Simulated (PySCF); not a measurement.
Computed IR spectrum (relative IR intensity) of a molecule C3H11FSi2. Coordinates come from a B3LYP-D3(BJ)/def2-SVP optimisation. One conformer was computed; it need not be the lowest. Calculation: B3LYP-D3(BJ)/def2-SVP (PySCF 2.14.0). Frequencies are harmonic and unscaled.

Lines under 2 % of the strongest are left out, and lines within 2 cm⁻¹ are merged.

```json
[
 {"ν (cm⁻¹)": "183", "relative intensity": "3.4"},
 {"ν (cm⁻¹)": "320", "relative intensity": "2.1"},
 {"ν (cm⁻¹)": "375", "relative intensity": "4.6"},
 {"ν (cm⁻¹)": "419", "relative intensity": "2.3"},
 {"ν (cm⁻¹)": "443", "relative intensity": "10"},
 {"ν (cm⁻¹)": "694", "relative intensity": "4.7"},
 {"ν (cm⁻¹)": "737", "relative intensity": "9.0"},
 {"ν (cm⁻¹)": "780", "relative intensity": "100"},
 {"ν (cm⁻¹)": "835", "relative intensity": "18"},
 {"ν (cm⁻¹)": "893", "relative intensity": "52"},
 {"ν (cm⁻¹)": "897", "relative intensity": "71"},
 {"ν (cm⁻¹)": "930", "relative intensity": "2.0"},
 {"ν (cm⁻¹)": "935", "relative intensity": "14"},
 {"ν (cm⁻¹)": "959", "relative intensity": "49"},
 {"ν (cm⁻¹)": "1251", "relative intensity": "4.9"},
 {"ν (cm⁻¹)": "1482", "relative intensity": "4.4"},
 {"ν (cm⁻¹)": "1487", "relative intensity": "2.1"},
 {"ν (cm⁻¹)": "2192", "relative intensity": "42"},
 {"ν (cm⁻¹)": "2203", "relative intensity": "26"},
 {"ν (cm⁻¹)": "2214", "relative intensity": "56"},
 {"ν (cm⁻¹)": "2221", "relative intensity": "82"},
 {"ν (cm⁻¹)": "3014", "relative intensity": "17"},
 {"ν (cm⁻¹)": "3020", "relative intensity": "13"},
 {"ν (cm⁻¹)": "3088", "relative intensity": "11"},
 {"ν (cm⁻¹)": "3095", "relative intensity": "9.8"},
 {"ν (cm⁻¹)": "3101", "relative intensity": "8.6"},
 {"ν (cm⁻¹)": "3115", "relative intensity": "5.1"}
]
```

### Question
Pick the molecule that these values belong to.
(A) CC(C)[SiH2][SiH2]F
(B) C[Si@H](F)CC[SiH3]
(C) CC[SiH2][Si@H](C)F
(D) CC[SiH2][SiH2]CF

### Answer
A, CC(C)[SiH2][SiH2]F
